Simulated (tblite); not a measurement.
Compound: C₅H₁₄P₂S.
Cartesian coordinates in Å at the GFN2-xTB level; atoms count from 1:
```
atom  x, y, z in Å
C1     2.1610   -1.1823   -0.3827
C2     1.3952   -0.2262   -1.2822
P3     0.1657    0.8444   -0.4006
P4     1.3494    1.7147    1.2455
S5    -0.7438    2.0827   -1.5973
C6    -0.9679   -0.3250    0.5131
C7    -1.7566   -1.1584   -0.4850
C8    -1.8795    0.5242    1.3870
H9     1.5130   -1.9713   -0.0080
H10    2.5849   -0.6482    0.4696
H11    2.9762   -1.6434   -0.9373
H12    0.8497   -0.7561   -2.0682
H13    2.0759    0.4751   -1.7783
H14    0.5626    2.8595    1.2487
H15    2.2379    2.2662    0.3245
H16   -0.3401   -0.9622    1.1460
H17   -1.1053   -1.8245   -1.0487
H18   -2.2712   -0.5020   -1.1864
H19   -2.5010   -1.7636    0.0296
H20   -2.5763   -0.1029    1.9402
H21   -2.4484    1.2163    0.7659
H22   -1.2919    1.1025    2.1038
```

All values are computed: GFN2-xTB (tblite) harmonic vibrations without scaling, gas phase. Errors from tens to a few hundred cm⁻¹ against measured bands are possible. Modes of hydrogen on phosphorus can be 10 to 20 % off. One conformer, not necessarily the lowest.

Harmonic wavenumbers (cm⁻¹): 54.7, 77.2, 116.0, 138.7, 144.3, 159.3, 173.4, 185.0, 202.8, 234.1, 247.0, 276.4, 301.6, 331.7, 407.6, 459.8, 593.9, 676.2, 706.9, 721.9, 757.0, 777.8, 922.5, 938.6, 969.7, 980.2, 1005.7, 1018.6, 1069.3, 1106.4, 1134.0, 1164.8, 1200.9, 1224.5, 1245.6, 1283.9, 1402.1, 1406.0, 1414.6, 1436.7, 1478.8, 1482.3, 1484.0, 1491.9, 1493.0, 1495.5, 2281.6, 2345.0, 2906.3, 2919.9, 2946.2, 2973.1, 2986.1, 3008.9, 3013.2, 3016.0, 3021.7, 3024.2, 3025.1, 3037.6.

A = 1142, B = 1003, C = 924.9 MHz; mass 168.029 u (most abundant isotopes); point group C1, symmetry number 1.

**Question.** What is the zero-point energy?

**Answer.** ½Σν̃ = 39049 cm⁻¹ = 467.13 kJ/mol.

**Question.** Give the ideal-gas entropy at 273.15 K and 1 bar in the rigid-rotor, harmonic-oscillator model (classical rotation).

**Answer.** Translation 170.94, rotation 124.83, vibration 150.33: S = 446.1 J/(mol K).

**Question.** And Cp and H(273.15 K) − H(0)?

**Answer.** Cp = 183.58 J/(mol K), of which vibrations give 150.33 (their classical limit is 60 R = 498.9); H(273.15 K) − H(0) = 31.29 kJ/mol without the zero-point energy, 22.20 from vibrations.

**Question.** Blend soft modes into free rotors: weight 1/[1 + (100 cm⁻¹/ν̃)⁴] for the oscillator and the rest for a rotor with moment μB/(μ + B), μ = h/(8π²ν), B = 10⁻⁴⁴ kg m². What vibrational entropy results?

**Answer.** 142.98 J/(mol K) in place of 150.33, which changes −T·S at 273.15 K by +2.01 kJ/mol.

**Question.** What must be added to the electronic energy to get the Gibbs energy at 273.15 K and 1 bar?

**Answer.** ZPE + [H(273.15 K) − H(0)] − T·S = 467.13 + 31.29 − 121.85 = 376.57 kJ/mol.

**Question.** How do the functions run with temperature in this model?

**Answer.** 
```tsv
T (K)	S (J/(mol K))	Cp (J/(mol K))	H − H(0) (kJ/mol)	G − H(0) (kJ/mol)	ln q(vib)
50	252.1	60.4	2.12	-10.49	0.45
100	307.3	101.3	6.22	-24.51	1.93
298.15	462.7	194.7	36.01	-101.93	9.19
373.15	509.9	227.3	51.85	-138.42	11.79
500	583.5	276.4	83.90	-207.84	16.00
750	710.1	348.2	162.58	-370.00	23.72
1000	817.4	397.0	256.10	-561.28	30.74
```

q(vib) and H(0) count from the zero-point level.

Hindered rotation and anharmonicity are outside this model. Other conformers, if any are populated, would add a mixing term that is left out. The structure is chiral; the term R ln 2 for an equal mix with its mirror image is left out.
